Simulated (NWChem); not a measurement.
Species: CH4BClO; SMILES CB(O)Cl

```xyz
8

B      0.0971    -0.4434    -0.0013
Cl    -0.0705     1.3391     0.0011
C     -1.1716    -1.3528    -0.0011
H     -1.7810    -1.1566     0.8961
H     -0.9121    -2.4204    -0.0270
H     -1.8149    -1.1190    -0.8645
O      1.3375    -0.9653    -0.0005
H      2.0307    -0.2950     0.0017
```
Atoms are numbered in this order, from 1.

Program: NWChem. Pople sets run with spherical d functions. All runs use the structure optimised with PBE0/def2-SVP. B3LYP is NWChem's, with the RPA form of VWN correlation. Vzz is the largest principal value of the second derivative of the potential at the nucleus (NWChem prints the opposite sign); η is the asymmetry. Non-relativistic.

```csv
level,Vzz B1 (a.u.),η B1,Vzz Cl2 (a.u.),η Cl2,Vzz O7 (a.u.),η O7
B3LYP/6-31G*,0.320,0.81,1.907,0.37,1.209,0.05
B3LYP/cc-pVTZ,0.364,0.82,1.878,0.40,1.210,0.02
CAM-B3LYP/def2-TZVP,0.379,0.80,2.044,0.39,1.206,0.02
CAM-B3LYP/def2-SVP,[?],0.80,1.900,0.35,[?],0.01
```

Problem. What belongs in the gaps?

Solution. 
- CAM-B3LYP/def2-SVP, Vzz B1 (a.u.): 0.340
- CAM-B3LYP/def2-SVP, Vzz O7 (a.u.): 1.240
